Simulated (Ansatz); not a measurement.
Consider the formal hydrolysis of the Si–Al bond: `CS[SiH2][AlH][NH2]` + H₂O → `CS[SiH2]O` + `[NH2][AlH2]`.

Program: Ansatz. Geometries: PBE0-D4/def2-TZVP. ΔE: electronic, gas phase. CBS: MP2 limit from def2 TZ/QZ plus the TZ coupled-cluster correction, frozen cores. This one scheme is used for every species. DFT in def2-TZVPP. One conformer a species, not always the lowest.

`CS[SiH2][AlH][NH2]`:

```xyz
13

C     0.485   -1.775    0.963
S    -1.132   -1.962    0.161
Si   -0.950   -0.477   -1.383
Al   -0.696    1.684   -0.256
N     0.912    2.088    0.364
H     0.496   -2.455    1.815
H     1.291   -2.052    0.283
H     0.641   -0.757    1.324
H     0.171   -0.847   -2.301
H    -2.220   -0.604   -2.151
H    -1.877    2.685    0.090
H     1.753    1.565    0.181
H     1.127    2.908    0.910
```

H₂O:

Cartesian coordinates in Å:
```
O -0.204 0.209 -0.257
H -0.508 -0.540 0.260
H 0.713 0.331 -0.003
```

`CS[SiH2]O`:

```xyz
10

C    -1.012   -1.358   -0.237
S    -1.157    0.388   -0.726
Si    0.797    1.056   -0.252
O     1.153    0.967    1.353
H    -0.763   -1.449    0.819
H    -0.261   -1.867   -0.841
H    -1.983   -1.818   -0.414
H     0.837    2.449   -0.765
H     1.820    0.195   -0.889
H     0.569    1.438    1.951
```

`[NH2][AlH2]`:

```xyz
6

N     0.299   -0.657   -0.599
Al   -0.264    0.580    0.529
H     0.318   -0.556   -1.601
H     0.646   -1.564   -0.333
H    -0.777    1.952   -0.072
H    -0.221    0.245    2.076
```

```
        level  ΔE (eV)
      PBE0-D4    -0.81
   r2SCAN0-D4    -0.98
         BLYP    -1.03
HF/def2-TZVPP    -1.27
```

(1) What does CCSD(T)/CBS give? (An estimate is asked.)

Largest T1 diagnostic among the species: 0.012.

Results:

(1) The calculation gave: -0.95 eV. The listed levels differ from it by 0.14, -0.03, -0.08, -0.32 eV.

The D4 term adds +0.08 eV with B3LYP and +0.05 eV with PBE0; it sums over pairs of atoms, weighted by their polarisabilities, and B3LYP, whose exchange is more repulsive, gets the larger term. In def2-TZVPP, CCSD(T) changes the Hartree–Fock value by +0.30 eV (the triples alone add +0.04 eV) and MP2 by +0.22 eV.

B3LYP here is the variant with VWN-RPA as its local correlation; programs differ in this.
